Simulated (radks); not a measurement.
Trend from C to Pb: ionisation energy by Delta-SCF between NIST ground configurations, and size. Calculated with a radial shooting solver on a logarithmic mesh with Libxc functionals: scalar-relativistic Kohn-Sham, PBE, spin-unpolarised, spherical densities, finite nucleus; Fermi nuclear charge, rms radius of each element as measured or else 0.836 A^(1/3) + 0.57 fm.

species,configuration,configuration of the ion,IE (eV),NIST (eV),kind
C,[He] 2s2 2p2,[He] 2s2 2p1,10.861,11.260,exp.
Si,[Ne] 3s2 3p2,[Ne] 3s2 3p1,7.740,8.152,exp.
Ge,[Ar] 3d10 4s2 4p2,[Ar] 3d10 4s2 4p1,7.444,7.899,exp.
Sn,[Kr] 4d10 5s2 5p2,[Kr] 4d10 5s2 5p1,6.875,7.344,exp.
Pb,[Hg] 6p2,[Hg] 6p1,6.578,7.417,exp.

Reference values: NIST Atomic Spectra Database (measured). Spin polarisation and multiplet splitting are left out, so open shells lie too high by an amount that depends on their filling. Spin-orbit splitting is averaged out at the scalar-relativistic level.

Beside tabulated values, note that spin-unpolarised runs miss the spin-polarisation part of the exchange energy of open shells, and scalar-relativistic runs lack spin-orbit coupling.
